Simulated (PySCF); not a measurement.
The numbers below are computed, except where a source is named.
## SiH3O3

SiH3O3 is a small molecule (built as: Si site whose three back bonds go to OH, OH, OH), neutral, doublet. The structure, one conformer, was relaxed in the gas phase by PBE0-D3(BJ)/def2-SVP. No frequency run checks that it is a minimum.

SMILES: O[Si](O)O

```xyz
7

Si   -0.238    0.482    0.037
O    -1.026   -0.705   -0.817
O     1.315    0.544   -0.570
O    -0.319   -0.002    1.621
H    -0.866   -0.720   -1.766
H     1.839    1.304   -0.297
H    -0.699   -0.881    1.738
```
Atoms count from 1 in this order.

EPR values by unrestricted B3LYP, IGLO-III on O Si, pcH-1 on H.

**Question.** Predict g and the largest hyperfine couplings. Where does the spin sit?

**Answer.** g = 2.0005, 2.0009, 2.0019. The spin sits on Si1 (86 %, bonded to 3 O) by Mulliken populations.
```csv
atom,isotope,isotropic (MHz),"dipolar, principal values (MHz)"
Si1,29Si,-1029.1,"-111.1, 54.7, 56.5"
O4,17O,-95.4,"-19.6, 9.4, 10.1"
O3,17O,-41.2,"-37.5, 18.1, 19.4"
O2,17O,-39.2,"-26.0, 12.6, 13.4"
H7,1H,21.7,"-6.4, -2.2, 8.5"
H6,1H,-8.0,"-12.0, -4.3, 16.4"
```

**Question.** How do the isotropic couplings move with BHandHLYP?

**Answer.** Si1 -1029.1 to -1063.2 MHz, O4 -95.4 to -93.7 MHz, O3 -41.2 to -44.4 MHz, O2 -39.2 to -42.1 MHz.
